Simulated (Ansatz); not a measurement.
As (SMILES [As]), quartet; B3LYP/3-21G in Ansatz (an electronic-structure program).

Here is a job for Ansatz.
Ansatz 0.2 input:
```yaml
crystal:
  periodic: [false, false, false]
  atoms:
    - {symbol: As, position_ang: [0.00000000, 0.00000000, 0.00000000]}
basis:
  gaussian:
    orbitals: 3-21G.json
    point_charges:
      - {charge: 0.5, position_ang: [1.4476, 2.1315, 1.5365]}
hamiltonian:
  xc: b3lyp
magnetization: {spin_polarized: true, initial_magnetization: 3}
```
The basis file holds 3-21G in the JSON format of the Basis Set Exchange.

Task: Write the output that Ansatz gives for this input, abridged.

Result: 
```
Functional definition: B3LYP
154 factors; integrals over basis functions are off by at most 2.8e-4 eV
mean field evaluation 1: about -60548.0591 eV, gradient 2.4e0 eV
mean field evaluation 2: about -60548.1024 eV, gradient 8.7e-1 eV
mean field evaluation 4: about -60548.1079 eV, gradient 4.8e-2 eV
mean field evaluation 8: about -60548.1079 eV, gradient 3.8e-5 eV
mean field -60548.10788157 eV, -2225.1019236660 hartree, gradient 3.8e-5 eV, S^2 3.750026; 0 other end points of the search recorded, 0 dependent functions left out
reference -60548.10801367 eV, -2225.1019285206 hartree; 18, 15 occupied and 5, 8 virtual orbitals, 154 factors
Total energy: -60548.10801367 eV, -2225.1019285206 hartree
```
